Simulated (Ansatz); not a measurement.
Consider the formal exchange of groups at a B–C bond: `FCBI` + CH₄ → `CBI` + `CF`.

Gas-phase electronic energies from Ansatz, PBE0-D4/def2-TZVP geometries. CBS: MP2 limit from def2 TZ/QZ plus the TZ coupled-cluster correction, frozen cores. This one scheme is used for every species. Functionals use def2-TZVPP. Elements past krypton have def2 core potentials. For I outer-core shells are correlated without core-valence functions, which leaves a few kJ/mol of doubt a bond. One conformer a species, not always the lowest.

(1) Is it downhill or uphill in electronic energy at CCSD(T)/CBS, and by how much? (Estimate.)

(2) What do these levels give: PBE0-D4, r2SCANh-D4, r2SCAN0-D4, CAM-B3LYP-D4, CAM-B3LYP, CCSD(T)/def2-SVP, HF/def2-TZVPP, SCS-MP2/def2-TZVPP, CCSD/def2-TZVPP, HF/def2-QZVPP, MP2/def2-QZVPP, MP2/CBS(def2)? (Best estimate.)

Largest T1 diagnostic among the species: 0.012.

Results:

(1) The calculation gave: Downhill: ΔE = -1.1 kcal/mol.

(2) Ansatz gave: PBE0-D4 -0.6, r2SCANh-D4 -0.4, r2SCAN0-D4 -0.8, CAM-B3LYP-D4 -0.3, CAM-B3LYP -0.5, CCSD(T)/def2-SVP -0.9, HF/def2-TZVPP -2.5, SCS-MP2/def2-TZVPP -1.5, CCSD/def2-TZVPP -1.3, HF/def2-QZVPP -2.6, MP2/def2-QZVPP -1.5, MP2/CBS(def2) -1.5 kcal/mol.

In def2-TZVPP, CCSD(T) changes the Hartree–Fock value by +1.4 kcal/mol (the triples alone add +0.2 kcal/mol) and MP2 by +1.1 kcal/mol. From BLYP to BHLYP (50 % exact exchange), in def2-TZVPP and without D4, ΔE moves by −0.9 kcal/mol.
